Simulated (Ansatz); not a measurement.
```xyz
9

N    -0.427    1.147   -1.434
B    -0.527    0.689   -0.152
B    -0.510    0.098    1.276
Si    0.776   -1.179    0.847
H    -0.046    2.052   -1.659
H    -0.733    0.620   -2.236
H    -1.257    0.107    2.200
H     1.594   -1.086   -0.392
H     1.130   -2.448    1.549
```

Charge 0, multiplicity 1.

(1) List the PBE0/def2-TZVPP orbital energies in eV (Ansatz). (An estimate is asked.)

Results:

(1) Computed: Occupied: -1802.37, -392.24, -185.26, -183.03, -144.72, -99.45, -99.34, -99.29, -25.33, -15.99, -15.18, -14.77, -12.65, -10.55, -9.42, -9.15, -7.70, -5.97. Lowest empty: -1.60, -0.22, 0.37, 1.11, 1.54, 1.95, 2.19, 2.30.
